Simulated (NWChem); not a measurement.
**Atomisation of disulfane (H₂S₂)**

```xyz
4

S      0.9287     0.4892     0.0555
S     -0.9287    -0.4892     0.0555
H      1.5461    -0.2679    -0.8883
H     -1.5461     0.2679    -0.8883
```
Charge 0, spin multiplicity 1.

Program: NWChem. Structure: optimised with B3LYP/def2-SVP, a minimum by its harmonic frequencies. It is one conformer; others weren't searched.

Basis set: def2-TZVP. The atomisation energy is electronic alone: no zero-point, thermal, spin-orbit or counterpoise terms. No value is extrapolated to the basis-set limit. Free atoms are single determinants with multiplicities S 3, H 2.

B3LYP has NWChem's definition, with VWN1-RPA local correlation. No SCF solution was tested for a lower state. Open-shell Hartree-Fock references start from PBE0 orbitals.

### Question
Order these methods by the atomisation energy they give, lowest first: HF, LDA (SVWN5), B3LYP, PBE0, PBE.

### Answer
HF (153.3 kcal/mol), B3LYP (237.3 kcal/mol), PBE0 (239.1 kcal/mol), PBE (245.6 kcal/mol), LDA (SVWN5) (284.3 kcal/mol)
